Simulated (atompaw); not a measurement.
**What one change does to a pseudopotential (Tb, PAW (atompaw))**

```json
{
 "Element": "Tb",
 "Generator": "atompaw 4.2.0.5",
 "Type": "PAW",
 "Functional": "PBE",
 "Relativity": "scalar-relativistic",
 "Frozen core": "[Kr] 4d10 4f8",
 "Valence charge": "11",
 "Reference configuration": "5s2 5p6 5d1 6s2 6p0",
 "Partial waves": "5s (bound): rc 2.35 bohr; 6s (bound): rc 2.05 bohr; 5p (bound): rc 2.10 bohr; 6p (bound, empty): rc 2.05 bohr; 5d (bound): rc 3.00 bohr; 5d channel at 0.25 Ry: rc 3.00 bohr",
 "Local potential": "ultrasoft scheme with l = 3 at 0.5 Ry, radius 2.60 bohr",
 "Core correction": "smooth core density matched at 2.35 bohr",
 "Augmentation charge": "sinc compensation charge, radius 2.20 bohr; PAW radius 3.00 bohr; waves and projectors: custom polynom vanderbiltortho"
}
```

All-electron outer shells of the reference configuration (PBE, scalar-relativistic, ld1.x):

| shell | level (eV) | outermost node (bohr) | outermost maximum (bohr) |
| --- | --- | --- | --- |
| 4d | -153.88 | 0.26 | 0.55 |
| 5s | -51.27 | 0.64 | 1.18 |
| 5p | -27.89 | 0.69 | 1.33 |
| 4f | -8.97 | – | 0.55 |
| 6s | -4.19 | 1.57 | 3.32 |
| 5d | -2.42 | 0.77 | 1.94 |
| 6p | -1.33 | 1.89 | 4.54 |

Change: reference 5s2 5p6 5d1 6s0.5 6p0.

Cutoffs: the cutoffs (Ry, on a coarse ladder) from which the occupation-weighted sum of valence levels, in a spherical-Bessel basis at the reference potential, stays within 10 and 1 mRy of its value at 400 Ry; they do not see the model core or the augmentation charge, which bear on the density cutoff.

Question: What does the change do?

Answer: The potential gets neither clearly harder nor softer (18 Ry and 30 Ry → 18 Ry and 30 Ry); the range in which the s phases agree narrows (upper end 3.8 → 2.3); neither file shows a bound ghost.

```csv
quantity,base,changed
"cutoff, loose",18 Ry,18 Ry
"cutoff, tight",30 Ry,30 Ry
bound ghosts,none,none
s: phases at 3.01 bohr within 0.05 rad from the reference energy up to (Ry; the scan ends near 5),3.8,2.3
p: phases at 3.01 bohr within 0.05 rad from the reference energy up to (Ry; the scan ends near 5),to the end of the scan,to the end of the scan
d: phases at 3.01 bohr within 0.05 rad from the reference energy up to (Ry; the scan ends near 5),2.3,1.8
lowest overlap eigenvalue by channel,"s 0.53, p 0.90, d 0.95","s 0.49, p 0.90, d 0.93"
```

 The cutoffs see the waves, projectors and local potential, not the compensation charge or the core.
